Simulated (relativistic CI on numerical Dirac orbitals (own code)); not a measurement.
**Charge states of argon**

Calculated at this level of theory: Dirac-Coulomb-Breit CI, separate exchange-only KLI orbitals for each configuration, model QED, valence Slater integrals scaled by 0.9 (own radial code, finite nucleus).

Each species is treated in one configuration, given outside its closed core. Radial values are for the open shell of highest l, unscaled and averaged over j; ζ includes the Breit term. Labels give the leading LS character, summed over repeated terms.

| Ion | Configuration | Its lowest level | LS weight (%) | ζ (cm⁻¹) | ⟨r⟩ (bohr) | ⟨r²⟩ (bohr²) | Next level | E (cm⁻¹) |
| --- | --- | --- | --- | --- | --- | --- | --- | --- |
| Ar | 3s2.3p6 | 1S_0 | 100 |  |  |  |  |  |
| Ar+ | 3s2.3p5 | 2P°_3/2 | 100 | 964.9 | 1.56 | 2.871 | 2P°_1/2 | 1448.3 |
| Ar2+ | 3s2.3p4 | 3P_2 | 100 | 1086 | 1.475 | 2.543 | 3P_1 | 1121.5 |
| Ar3+ | 3s2.3p3 | 4S°_3/2 | 100 | 1214 | 1.405 | 2.29 | 2D°_3/2 | 23164 |
| Ar4+ | 3s2.3p2 | 3P_0 | 100 | 1348 | 1.344 | 2.087 | 3P_1 | 766.42 |
| Ar5+ | 3s2.3p | 2P°_1/2 | 100 | 1489 | 1.291 | 1.92 | 2P°_3/2 | 2239.4 |
| Ar6+ | 3s2 | 1S_0 | 100 |  |  |  |  |  |
| Ar7+ | 3s | 2S_1/2 | 100 |  | 1.157 | 1.52 |  |  |
| Ar8+ | 2s2.2p6 | 1S_0 | 100 |  |  |  |  |  |
| Ar9+ | 2s2.2p5 | 2P°_3/2 | 100 | 11970 | 0.3576 | 0.157 | 2P°_1/2 | 18004 |
| Ar10+ | 2s2.2p4 | 3P_2 | 98 | 12770 | 0.3472 | 0.1473 | 3P_1 | 14486 |
| Ar11+ | 2s2.2p3 | 4S°_3/2 | 99 | 13620 | 0.3374 | 0.1387 | 2D°_3/2 | 88921 |
| Ar12+ | 2s2.2p2 | 3P_0 | 99 | 14510 | 0.3284 | 0.1309 | 3P_1 | 9783.7 |
| Ar13+ | 2s2.2p | 2P°_1/2 | 100 | 15450 | 0.3201 | 0.124 | 2P°_3/2 | 23234 |
| Ar14+ | 2s2 | 1S_0 | 100 |  |  |  |  |  |
| Ar15+ | 2s | 2S_1/2 | 100 |  | 0.3562 | 0.1482 |  |  |
| Ar16+ | 1s2 | 1S_0 | 100 |  |  |  |  |  |

With one configuration, terms of near-neutral atoms and ions can be 10 to 25 % off, and close levels can change places.
